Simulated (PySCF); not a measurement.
From one molecule to another.

First species: C7H10O2.
Structure used (GFN2-xTB), in Å, numbered top down from 1:
```xyz
19
C7H10O2 angstrom
C     -1.9971    0.3284    1.0644
C     -1.3638    0.0618   -0.0698
C     -2.0046    0.2664   -1.4096
C      0.0240   -0.4553   -0.1287
C      0.5865   -1.3567    0.9198
C      1.0755    0.0643    0.8449
C      2.4276    0.3063    0.3083
O      2.9825   -0.3549   -0.5324
O      3.0005    1.3869    0.8669
H     -3.0061    0.7021    1.0680
H     -1.5445    0.1878    2.0305
H     -3.0152    0.6514   -1.3055
H     -2.0425   -0.6759   -1.9551
H     -1.4193    0.9697   -2.0014
H      0.3962   -0.6206   -1.1328
H      1.2776   -2.1234    0.6033
H     -0.0364   -1.6256    1.7582
H      0.7649    0.7705    1.6015
H      3.8844    1.5260    0.4924
```

Second species: C4H11F3N2Si.
InChI=1S/C4H11F3N2Si/c5-4(6,7)2-1-3-10(8)9/h10H,1-3,8-9H2

Levels: PBE0/pcSseg-1 for HOMO energy, LUMO energy and HOMO–LUMO gap. Geometries: GFN2-xTB. All species are isolated and taken at one optimised geometry, non-relativistic unless stated. Electronic properties by PySCF.

Dipoles, sizes and rotational constants follow the conformer. The torsions of the flexible species, by atom-mapped SMILES:
- `[CH2:1]=[C:2]([CH3:3])[C@@H:4]1[CH2:5][C@H:6]1[C:7](=[O:8])[OH:9]`: C1–C2–C4–C5 32°, C5–C6–C7–O8 31°, H–O9–C7–C6 180°

The conformers of `N[SiH](N)CCCC(F)(F)F` aren't listed.

Values for the first species:

```
HOMO energy   : -7.02 eV
LUMO energy   : -0.25 eV
HOMO–LUMO gap : 6.77 eV
```

Estimate the same properties for the second species, and the change in each.

```json
{"property": "HOMO energy", "first": "-7.02 eV", "second": "-7.30 eV", "second less first": "-0.28 eV"}
{"property": "LUMO energy", "first": "-0.25 eV", "second": "1.02 eV", "second less first": "+1.27 eV"}
{"property": "HOMO–LUMO gap", "first": "6.77 eV", "second": "8.32 eV", "second less first": "+1.55 eV"}
```

